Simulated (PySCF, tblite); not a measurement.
One entry of a table of gas-phase calculations, keyed by method. Lists by class give the value and the number of equivalent atoms.

```json
{
 "formula": "C5H10OS",
 "smiles": "CCSCC[CH][O-]",
 "inchi": "InChI=1S/C5H10OS/c1-2-7-5-3-4-6/h4H,2-3,5H2,1H3/q-1",
 "charge": -1,
 "multiplicity": 2,
 "geometry_level": "GFN2-xTB",
 "atoms_angstrom": [
  ["C", -2.269, 0.102, -0.64],
  ["C", -1.655, -1.073, 0.101],
  ["S", -0.935, -0.607, 1.705],
  ["C", 0.728, 0.444, 0.87],
  ["C", 1.556, -0.251, -0.177],
  ["C", 2.631, 0.768, -0.356],
  ["O", 2.672, 1.633, -1.257],
  ["H", -3.008, 0.594, -0.009],
  ["H", -1.501, 0.827, -0.899],
  ["H", -2.756, -0.232, -1.559],
  ["H", -0.875, -1.548, -0.497],
  ["H", -2.42, -1.818, 0.333],
  ["H", 1.268, 0.609, 1.796],
  ["H", 0.265, 1.359, 0.519],
  ["H", 1.003, -0.397, -1.106],
  ["H", 1.935, -1.209, 0.194],
  ["H", 3.354, 0.811, 0.484]
 ],
 "electronic_structure_code": "PySCF",
 "results": {
  "GFN2-xTB geometry": {
   "point_group": "C1",
   "rotational_constants_GHz": [3.641, 0.992, 0.856]
  },
  "GFN2-xTB harmonic vibrations, gas phase": {
   "strongest_ir_bands_cm-1_km_per_mol_modes": [
    [249.1, 89.1, 1],
    [1585.1, 1214.4, 1],
    [2693.8, 306.2, 1],
    [2915.4, 77.5, 1],
    [2965.8, 119.0, 1],
    [3030.7, 61.9, 1]
   ],
   "zpe_kcal_per_mol": 85.3
  },
  "UKS B3LYP, pcH-1 on C H O S, non-relativistic, mean-field spin-orbit, GIAO": {
   "g_iso": 2.00495,
   "g_tensor": [2.00315, 2.00456, 2.00713],
   "s2": 0.755,
   "a_iso_by_class_MHz": [
    ["13C", 338.2, 1],
    ["33S", 62.3, 1],
    ["13C", 39.3, 1],
    ["1H", 27.4, 2],
    ["1H", -23.6, 1]
   ],
   "spin_populations_mulliken_by_atom": [0.0, -0.01, 0.28, 0.21, -0.04, 0.32, 0.24, 0.0, 0.0, 0.0, 0.0, 0.0, 0.0, -0.02, 0.0, 0.02, -0.02]
  }
 }
}
```

The zero-point energy, half the sum of the 45 harmonic wavenumbers, equals 29820 cm⁻¹ or 357 kJ/mol. With B = h/(8π²I), that is 505.379 GHz u Å² over I, the principal moments of inertia are 138.8, 509.3 and 590.1 u Å² (most abundant isotopes); the inertial defect Ic − Ia − Ib is -58.0 u Å² (zero for a rigid planar frame, negative otherwise).

One conformer (not necessarily the lowest) at the GFN2-xTB geometry, without solvent or vibrations. Whether the extra electron is bound in the gas phase wasn't checked; a finite basis holds it in any case. In GFN2-xTB open shells enter through the occupations alone, without spin polarisation, so single modes can be far off. Hyperfine couplings depend on the geometry, which wasn't re-optimised at a DFT level. The unpaired spin is shared among atoms: the largest Mulliken spin population is 0.32. Couplings of like nuclei are plain means over topologically equivalent atoms, as if these changed places fast (by rotation of a methyl-like group, say); in this geometry the members of some sets differ.

Shape of the structure used: `[CH3:1][CH2:2][S:3][CH2:4][CH2:5][CH:6][O-:7]`: C1–C2–S3–C4 -71°, C2–S3–C4–C5 -51°, S3–C4–C5–C6 -175°, C4–C5–C6–O7 -97°.
